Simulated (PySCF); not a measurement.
Species: H₁₀NPSi₃.
SMILES: `[SiH3]N[SiH2]P[SiH3]`

The calculation used PySCF, TDDFT PBE0/def2-SVPD, vertical, gas phase, core orbitals frozen in the response. Isolated species at its GFN2-xTB geometry (one conformer only). Torsions of this conformer, `[SiH3:1][NH:2][SiH2:3][PH:4][SiH3:5]`: Si1–N2–Si3–P4 176°, N2–Si3–P4–Si5 173°.

Problem. Predict the UV-vis stick spectrum at this level.

Solution. 

| state | E (eV) | λ (nm) | ν̃ (cm⁻¹) | f | \|μ\| (D) | main configurations (H = HOMO, L = LUMO) |
| --- | --- | --- | --- | --- | --- | --- |
| S1 | 5.80 | 213.9 | 46760 | 0.0041 | 0.43 | H-1→L (78%), H→L (19%) |
| S2 | 5.94 | 208.8 | 47900 | 0.049 | 1.48 | H→L (70%), H-1→L (18%) |
| S3 | 6.29 | 197.1 | 50750 | 0.018 | 0.87 | H→L+1 (93%) |
| S4 | 6.43 | 192.8 | 51860 | 0.0014 | 0.24 | H-1→L+1 (73%), H-1→L+3 (18%) |
| S5 | 6.45 | 192.1 | 52060 | 0.065 | 1.62 | H→L+3 (72%), H→L+2 (8%) |
| S6 | 6.53 | 190.0 | 52630 | 0.067 | 1.65 | H→L+2 (75%), H→L+3 (10%) |
| S7 | 6.76 | 183.5 | 54500 | 0.0065 | 0.50 | H-1→L+3 (64%), H-1→L+1 (20%), H-1→L+2 (10%) |
| S8 | 6.83 | 181.6 | 55070 | 0.0075 | 0.54 | H-1→L+2 (81%), H-1→L+3 (12%) |

Triplets (Tamm–Dancoff): T1 5.34 eV, H→L (79%); T2 5.51 eV, H→L+2 (50%), H→L+1 (20%); T3 5.52 eV, H-1→L (87%).

The lowest singlet lies at 5.80 eV (214 nm, ultraviolet) and is very weak; its leading configuration is HOMO-1→LUMO (78%). The strongest level in the table is S6 at 6.53 eV (190 nm, f = 0.067). Löwdin shares by element: HOMO phosphorus 59%, silicon 20% or more, hydrogen 6% or more; LUMO silicon 42%, phosphorus 14% (atoms not listed hold the other 44%). Of the 8 states listed, 4 reach f = 0.01 and none stays under 0.0005. The oscillator strengths of these states sum to 0.219; summed over the whole spectrum of an exact calculation they would give the number of electrons, 74 (Thomas–Reiche–Kuhn). The listed states span 1.03 eV, and the widest gap between neighbours is 0.35 eV (S2 to S3). Only the lowest 8 singlets were computed, as vertical energies without vibronic structure.

On one thread, x86-64 server, shared host, this took 31 s wall.
